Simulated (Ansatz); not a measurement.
A run for Ansatz (a program for electronic structure): R-PBE0/def2-TZVPPD on C4H6O (a complex), monomers drawn apart or pushed together. Files ending in .json are basis or fitting sets from the Basis Set Exchange.

Ansatz 0.2 input:
```yaml
crystal:
  periodic: [false, false, false]
  atoms:
    - {symbol: C, position_ang: [-0.01675239, -0.47216050, 0.69100058]}
    - {symbol: O, position_ang: [-1.11399948, -0.44151384, 0.94078857]}
    - {symbol: C, position_ang: [1.74922803, 0.19433556, 5.10454416]}
    - {symbol: C, position_ang: [0.59864554, 0.76692216, 5.43498848]}
    - {symbol: C, position_ang: [-0.68026957, 0.03973740, 5.69889843]}
    - {symbol: H, position_ang: [1.83930560, -0.88203751, 5.00817332]}
    - {symbol: H, position_ang: [2.64171882, 0.77712963, 4.91732904]}
    - {symbol: H, position_ang: [0.55774228, 1.85004133, 5.51787509]}
    - {symbol: H, position_ang: [-1.45792920, 0.34994510, 4.99476092]}
    - {symbol: H, position_ang: [-0.55184703, -1.03981900, 5.60977640]}
    - {symbol: H, position_ang: [-1.05754540, 0.25987771, 6.70151302]}
basis:
  gaussian:
    orbitals: def2-TZVPPD.json
hamiltonian:
  xc: {name: PBE0}
scf: {lower_state_search: off}
```

The head of its log:

```
WARN ansatz: RAYON_NUM_THREADS=1 ignored (pool sized by the plan → 1); use --threads N
Functional definition: PBE0
these checks for a lower state are left out or cut short: stability, starts, cluster_reference, orbital_swaps, neighbouring_geometries, increment
integrals: 0.18 GiB planned
1234 factors; their error is unknown
mean field: 1.75 GiB planned
mean field evaluation 1: about -6277.7206 eV, gradient 6.4e1 eV
mean field evaluation 2: about -6271.6732 eV, gradient 8.4e1 eV
```

Q: Predict the final total energy.

A: -231.0301 hartree.
